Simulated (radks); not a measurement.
Task: The mean radii <r> (bohr) of the occupied orbitals of an atom or ion are listed with their occupations. All-electron calculation, scalar-relativistic Kohn-Sham, MS2 meta-GGA, spin-unpolarised, spherical densities, finite nucleus; meta-GGA in the generalised Kohn-Sham scheme; Fermi nuclear charge, rms radius of each element as measured or else 0.836 A^(1/3) + 0.57 fm. Program: a radial shooting solver on a logarithmic mesh with Libxc functionals.

orbital  occ.      <r>
1s          2  0.06085
2s          2   0.2783
2p          6   0.2470
3s          2   0.8486
3p          6   0.9028
3d          5    1.231
4s          2    3.096

Name the element and its charge.

Result: Z = 25, manganese, charge 0: Mn in [Ar] 3d5 4s2. The 1s radius gives Z: for a bare nucleus <r> = (2 gamma + 1)/(2Z) with gamma = sqrt(1 - (Z/c)^2), 0.05933 bohr for Z = 25, and screening makes it slightly larger (0.06085 here). The occupations add up to 25, and the charge is Z minus that.
